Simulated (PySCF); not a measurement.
**Core-level binding energies of `CC#[C][AlH][CH3]`**

Compound: C4H7Al.
SMILES with atom numbers: `[CH3:1][C:2]#[C:3][AlH:4][CH3:5]`

Structure used (PBE0-D3(BJ)/def2-SVP), in Å, numbered top down from 1:
```
atom  x, y, z in Å
C1     2.9651    0.5448    0.2498
C2     1.6042    0.0724    0.0746
C3     0.4554   -0.3270   -0.0716
Al4   -1.3269   -0.9677   -0.3094
C5    -2.8238    0.0800    0.3788
H6     3.5456    0.4340   -0.6796
H7     2.9869    1.6068    0.5407
H8     3.4806   -0.0306    1.0351
H9    -1.5273   -2.3496   -1.0684
H10   -3.8056   -0.3749    0.1767
H11   -2.8216    1.0936   -0.0579
H12   -2.7313    0.2177    1.4700
```

Theory: delta-SCF UKS SCAN, pcX-2 on the ionised atom, pcseg-1 elsewhere, spin-free X2C in PySCF 2.14.0. Each binding energy is the total energy of the core-ionised species, with the hole localised on one atom, minus that of the ground state; both are solved self-consistently, so orbital relaxation is included.

**Question.** What binding energy does each computed site have?

**Answer.** 
| atom(s) | bonded to | level | binding energy (eV) | above the level's lowest (eV) | count |
| --- | --- | --- | --- | --- | --- |
| Al4 | 2 C and H | Al 1s | 1566.53 | 0.00 | 1 |
| C1 | C and 3 H | C 1s | 291.62 | +2.51 | 1 |
| C2 | C (triple bond) and C | C 1s | 290.20 | +1.09 | 1 |
| C5 | 3 H and Al | C 1s | 289.60 | +0.49 | 1 |
| C3 | C (triple bond) and Al | C 1s | 289.11 | 0.00 | 1 |

The listed C 1s values span 2.51 eV, from C3 (bonded to C (triple bond) and Al) to C1 (bonded to C and 3 H).

**Question.** Which effective nuclear charge Zeff reproduces each element's mean 1s value in the hydrogen-like formula E = 13.606 eV × Zeff²?

**Answer.** C (Z = 6): mean 290.1 eV, Zeff = 4.62, Z − Zeff = 1.38; Al (Z = 13): mean 1566.5 eV, Zeff = 10.73, Z − Zeff = 2.27. Means run over the listed sites, weighted by atom count.

**Question.** Give the binding energy of C 1s of C2 in hartree and in kJ/mol.

**Answer.** 290.20 eV = 10.6647 Eh = 28000 kJ/mol.

The unrestricted hole states depart most from a pure doublet (⟨S²⟩ = 0.75; over 0.85 named) for C 1s of C2 (0.87), which makes this value less certain. Isolated species at its PBE0-D3(BJ)/def2-SVP geometry, gas phase.

Time: 37 s wall. Hardware: an Arm Neoverse V1 with one thread, no GPU, shared host.
